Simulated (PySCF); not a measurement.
## C3H12AsGa: core ionisation energies

Compound: C₃H₁₂AsGa.
Geometry (PBE0-D3(BJ)/def2-SVP, Å), atoms numbered from 1 in this order:
```
atom  x, y, z in Å
C1    -1.2603   -1.2168    0.4144
C2    -1.1621    0.0108   -0.4855
C3    -1.2124    1.3070    0.3165
Ga4    0.4024   -0.0720   -1.7322
As5    2.3402   -0.0532    0.0836
H6    -2.1761   -1.2019    1.0333
H7    -0.4101   -1.2750    1.1180
H8    -1.2640   -2.1559   -0.1610
H9    -2.0327    0.0002   -1.1695
H10   -2.1276    1.3748    0.9329
H11   -0.3599    1.3872    1.0150
H12   -1.1810    2.1981   -0.3300
H13    0.8918    1.2542   -2.4486
H14    0.7956   -1.4613   -2.3828
H15    2.5011    1.1316    1.0105
H16    2.4786   -1.1247    1.1429
H17    3.7748   -0.0930   -0.3933
```

Level of theory: PySCF, delta-SCF UKS SCAN, pcX-2 on the ionised atom, pcseg-1 elsewhere, spin-free X2C. Each binding energy is the total energy of the core-ionised species, with the hole localised on one atom, minus that of the ground state; both are solved self-consistently, so orbital relaxation is included.

Q: List the computed XPS lines with their assignment.

A: 
| atom(s) | bonded to | level | binding energy (eV) | above the level's lowest (eV) | count |
| --- | --- | --- | --- | --- | --- |
| C1/C3 | C and 3 H | C 1s | 290.16 | +0.78 | 2 |
| C2 | 2 C, H and Ga | C 1s | 289.38 | 0.00 | 1 |

The listed C 1s values span 0.78 eV, from C2 (bonded to 2 C, H and Ga) to C1/C3 (bonded to C and 3 H). Summing the Pauling electronegativity differences to the bonded atoms, each weighted by its formal bond order, gives -1.09 for the lowest site and -1.05 for the highest.

Q: Which photon wavelength matches the C 1s of C2 threshold?

A: λ = hc/E = 12398.42 eV Å / 289.38 eV = 42.845 Å.

Atoms equivalent by their bonding share one computed value, that of the first of them. No level of arsenic or gallium is listed. Isolated species at its PBE0-D3(BJ)/def2-SVP geometry (one conformer only).

Hardware: an x86-64 server with one thread, no GPU, shared host. Cost: 24 s wall.
